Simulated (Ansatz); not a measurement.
Program: Ansatz 0.2.0.

A structure relaxed at PBE0-D4/def2-TZVP, charge 0, multiplicity 1:

```xyz
9

B    -1.650    0.407    0.411
S    -0.520   -0.900    0.715
C     1.085   -0.232    0.127
O     1.478   -0.761   -1.095
H    -1.273    1.439   -0.058
H    -2.792    0.211    0.692
H     1.836   -0.529    0.858
H     0.990    0.858    0.117
H     0.845   -0.493   -1.767
```

(1) Give its formula and SMILES.

(2) Summarise the bond lengths by kind.

## Answers

(1) CH5BOS, `BSCO`.

(2) 1 × B–S 1.754 Å; 2 × B–H 1.192 to 1.195 Å; 1 × C–S 1.834 Å; 1 × C–O 1.389 Å; 2 × C–H 1.090 to 1.094 Å; 1 × H–O 0.962 Å.
